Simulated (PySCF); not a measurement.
Argon: a sound run and one with changed settings

Sound run: Ar²⁺ [Ne] 3s2 3p4, Ar³⁺ [Ne] 3s2 3p3. All numbers are calculated (PySCF 2.14, the spin-free X2C one-electron Hamiltonian (Gaussian nucleus), in aug-cc-pVDZ-DK (5s4p2d, 27 functions)). In the sound run the correlated levels freeze [Ne]. The sound run starts from symmetry-adapted Hartree-Fock orbitals and uses a fine grid where one is needed.

Changed run: the non-relativistic Hamiltonian (point nucleus). This setting is unsound on purpose.

```json
{"species": "Ar²⁺", "method": "UHF", "sound run (hartree)": "-527.09866", "changed run (hartree)": "-524.79861", "converged": "yes"}
{"species": "Ar²⁺", "method": "TPSS", "sound run (hartree)": "-527.77193", "changed run (hartree)": "-525.47332", "converged": "yes"}
{"species": "Ar²⁺", "method": "B3LYP", "sound run (hartree)": "-527.76308", "changed run (hartree)": "-525.46448", "converged": "yes"}
{"species": "Ar²⁺", "method": "MP2", "sound run (hartree)": "-527.19033", "changed run (hartree)": "-524.89043", "converged": "yes"}
{"species": "Ar²⁺", "method": "CCSD(T)", "sound run (hartree)": "-527.21090", "changed run (hartree)": "-524.91116", "converged": "yes"}
{"species": "Ar³⁺", "method": "UHF", "sound run (hartree)": "-525.65441", "changed run (hartree)": "-523.35419", "converged": "yes"}
{"species": "Ar³⁺", "method": "TPSS", "sound run (hartree)": "-526.27423", "changed run (hartree)": "-523.97532", "converged": "yes"}
{"species": "Ar³⁺", "method": "B3LYP", "sound run (hartree)": "-526.26194", "changed run (hartree)": "-523.96306", "converged": "yes"}
{"species": "Ar³⁺", "method": "MP2", "sound run (hartree)": "-525.72816", "changed run (hartree)": "-523.42812", "converged": "yes"}
{"species": "Ar³⁺", "method": "CCSD(T)", "sound run (hartree)": "-525.74780", "changed run (hartree)": "-523.44795", "converged": "yes"}
```

Ionisation energy of Ar²⁺:

```json
{"method": "UHF", "sound run (eV)": "39.300", "changed run (eV)": "39.304"}
{"method": "TPSS", "sound run (eV)": "40.754", "changed run (eV)": "40.763"}
{"method": "B3LYP", "sound run (eV)": "40.848", "changed run (eV)": "40.856"}
{"method": "MP2", "sound run (eV)": "39.788", "changed run (eV)": "39.791"}
{"method": "SCS-MP2", "sound run (eV)": "39.802", "changed run (eV)": "39.806"}
{"method": "CCSD", "sound run (eV)": "39.801", "changed run (eV)": "39.804"}
{"method": "CCSD(T)", "sound run (eV)": "39.813", "changed run (eV)": "39.816"}
```

Most of the change in total energy is the relativistic energy itself. On top of that the contraction fixes the core shape for the Hamiltonian it was made with, so the changed run is not a good calculation with the other Hamiltonian either.

For comparison, NIST gives 40.735 ± 0.012 eV between the lowest levels.
